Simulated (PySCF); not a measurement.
BiI2, SMILES [I][Bi+][I] (connectivity only; charge and spin as stated), charge +1, multiplicity 1.

The structure is a stationary point at PBE-D3(BJ)/def2-SVP. The multiplicity is an assumed one; other spin states were not compared. The isomer is the one that the SMILES or the coordinates give; other isomers of the formula were not compared. The def2 effective core potentials stand for the cores of Bi, I; spin–orbit coupling is left out.

Method: C-PCM-B3LYP/def2-SVP (PySCF).

The values are the electrostatic part of the solvation free energy, E(continuum) − E(gas) at the gas-phase geometry, in a cavity of scaled van der Waals radii (PySCF's table); cavitation and dispersion terms are not included. A continuum can't describe solvent molecules that bind to the metal. In vacuum the orbital gap is 2.59 eV.

| solvent | ε | ΔG(elec) (kcal/mol) | gap (eV) |
|---|---|---|---|
| water | 78.36 | -59.0 | 2.91 |
| 2-propanol | 19.26 | -56.5 | 2.89 |
| toluene | 2.37 | -33.8 | 2.74 |
